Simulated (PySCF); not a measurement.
SF₅, optimised at B3LYP/6-31G*:

```xyz
6

S     -0.1441     0.1952    -0.0717
F      0.7126     0.2931    -1.4718
F     -1.2413    -0.7802    -0.8125
F      0.9067     1.2387     0.6429
F     -1.0470     0.1654     1.3024
F      0.7029    -1.0518     0.4081
```

Energies from PySCF (xtb for GFN2), thermal terms from the rigid-rotor harmonic-oscillator model, ideal gas at 1 bar. 6-31G* has spherical d functions here. Open shells (unrestricted): SF₅ (multiplicity 2). GFN2 has no spin-polarisation term. B3LYP is the form with VWN-RPA correlation.

Q: List the harmonic frequencies (cm⁻¹, unscaled) at this level and at the other levels, each on its own geometry.

A: 
- B3LYP/6-31G*: 207, 320, 321, 416, 470, 470, 489, 591, 623, 833, 833, 879
- GFN2-xTB: 128, 191, 191, 253, 253, 267, 267, 482, 534, 642, 642, 682
- HF/6-31G*: 261, 383, 383, 496, 563, 563, 603, 689, 725, 977, 977, 1002
- PBE/def2-SVP: 206, 314, 314, 405, 455, 455, 469, 563, 598, 815, 815, 848
- PBE0/def2-TZVP: 237, 356, 356, 461, 523, 523, 551, 588, 642, 838, 838, 904
